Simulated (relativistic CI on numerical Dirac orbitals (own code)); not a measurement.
Hyperfine structure of Pb37+, mass number 207

Method of calculation: Dirac-Coulomb-Breit CI, KLI orbitals optimised for each configuration, QED by a radiative potential, unscaled Slater integrals (own radial code, finite nucleus).

Configuration list (outside the closed core [Ar] 3d10): 4s2 4p6 4d9, 4s2 4p6 4d8 4f, 4s2 4p5 4d10, 4s 4p6 4d10, 4s2 4p5 4d9 4f, 4s 4p6 4d9 4f, 4s2 4p6 4d8 5s, 4s2 4p6 4d7 4f 5s, 4s2 4p6 4d8 5p, 4s2 4p6 4d8 5d, 4s2 4p5 4d9 5s. Double excitations out of closed p, d and f shells are left out; levels of such configurations are missing from the list, as are those of other unlisted configurations, and high levels can miss mixing partners.

Nuclear spin I = 1/2, μ = 0.5906 μN (tables of Stone and Pyykkö). The electronic factors are computed for point nuclear moments, without core polarisation or the Bohr-Weisskopf and QED corrections.

```json
{"Level": "4s2 4p6 4d9 2D_5/2", "E (cm⁻¹)": "0", "A (MHz)": "17480"}
{"Level": "4s2 4p6 4d9 2D_3/2", "E (cm⁻¹)": "237546", "A (MHz)": "45350"}
{"Level": "4s2 4p5 4d10 2P°_3/2", "E (cm⁻¹)": "1822602", "A (MHz)": "65280"}
{"Level": "4s2 4p6 4d8 4f 4I°_15/2", "E (cm⁻¹)": "1938680", "A (MHz)": "11500"}
```

Levels with J = 0, under 50 % of one LS term, or S terms without an open s electron are left out. Small factors come from cancelling terms and can be off by tens of per cent or more.

At this charge energies of transitions that change n are usually good to better than 1 %, and those within a shell (Δn = 0) to a few per cent.

(1) Give the hyperfine levels of 4s2 4p6 4d9 2D_5/2 relative to its centre of gravity.

Answers

(1) With K = F(F + 1) − I(I + 1) − J(J + 1), E = AK/2: F = 2: -30580, F = 3: 21850 MHz.

LS names give the leading component of a level, which can be under half, so a name can repeat, a term be missing and a line seem to break the LS rules.
